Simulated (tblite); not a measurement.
A tight-binding relaxation on `[SiH3]C([SiH3])(B(O)O)[SiH2]C=C`.

Computed with GFN2-xTB geometry optimisation, gas phase (tblite 0.8.0). Start geometry: from a force field or distance geometry. A driver script takes a list of jobs; this job's settings line and coordinates (Å) are shown.

Command:
```bash
OMP_NUM_THREADS=1 python probes_run.py task.json out
```

Input:
```
{"job": {"kind": "relax", "xc": "GFN2-xTB", "basis": "xTB"}, "charge": 0, "multiplicity": 1}
C      3.229700     0.964000    -0.229300
C      1.949700     1.141400    -0.626600
Si     0.563100     0.900200     0.544800
C     -0.746000    -0.278100    -0.106300
Si    -0.039900    -1.595900    -1.206700
Si    -2.141300     0.633900    -0.938900
B     -1.252100    -1.055100     1.211600
O     -1.880600    -0.150100     2.204300
O     -0.260100    -2.004400     1.766300
H      3.420000     0.686600     0.788200
H      4.017000     1.119700    -0.972600
H      1.781100     1.418300    -1.654300
H      1.088900     0.356000     1.813900
H     -0.146700     2.150600     0.837900
H      1.005500    -2.298900    -0.434300
H      0.616100    -1.019300    -2.370100
H     -1.087600    -2.557100    -1.601100
H     -3.166500    -0.333800    -1.361700
H     -2.667000     1.633600     0.030300
H     -1.591200     1.312500    -2.123200
H     -2.508400     0.426300     1.669300
H     -0.194200    -1.831500     2.757800
```

Output:
```
step      E/eV     max force
  0    -750.64989    4.254
  1    -751.26538    2.836
  2    -751.57344    1.825
  3    -751.67313    1.051
  4    -751.74323    0.524
  5    -751.77887    0.541
  6    -751.80688    0.497
  7    -751.83988    0.459
  8    -751.87795    0.582
  9    -751.91018    0.532
... (134 lines left out)
144    -752.17019    0.021
145    -752.17026    0.018
146    -752.17031    0.021
147    -752.17037    0.021
148    -752.17045    0.020
149    -752.17056    0.017
150    -752.17066    0.019
151    -752.17073    0.017
152    -752.17078    0.013
153    -752.17081    0.009
```

«max force» is the largest atomic force in eV/Å.

Question: From which step on does the largest force stay under 0.1 eV/Å, and how much energy is left to gain from there?

Answer: From step 106 (0.087 eV/Å), 14.8 meV above the end.

Main results: energy lowered by 35.1 kcal/mol over 153 steps; largest atomic force 0.009 eV/Å at the end.

Question: Where do the atoms end?

Answer: 0.769 Å rms from the input after alignment:
```
atom  x, y, z in Å
C1     3.0404    1.3228   -0.8597
C2     1.7630    1.5872   -0.6411
Si3    0.7551    0.8686    0.7732
C4    -0.5698   -0.3349    0.1189
Si5    0.2364   -1.8355   -0.7457
Si6   -1.7723    0.5410   -1.0640
B7    -1.3734   -0.9063    1.3478
O8    -2.0657   -0.1664    2.2617
O9    -1.3679   -2.2501    1.5107
H10    3.5973    0.6650   -0.2123
H11    3.5936    1.7450   -1.6855
H12    1.2553    2.2589   -1.3229
H13    1.6488    0.2005    1.7319
H14    0.1142    1.9984    1.4870
H15    1.1537   -2.5239    0.1649
H16    1.0034   -1.3487   -1.9030
H17   -0.7791   -2.7709   -1.2321
H18   -2.8588   -0.3569   -1.4710
H19   -2.3863    1.7041   -0.3966
H20   -1.0806    1.0197   -2.2637
H21   -2.0589    0.7795    2.1343
H22   -1.8588   -2.5784    2.2662
```

Hardware: one thread, Intel Xeon Platinum 8259CL at 2.50 GHz (x86_64), no GPU, on a shared host. Cost: 3.4 s of wall time.
Labels such as C1 count atoms from 1, the log's own numbers from 0.
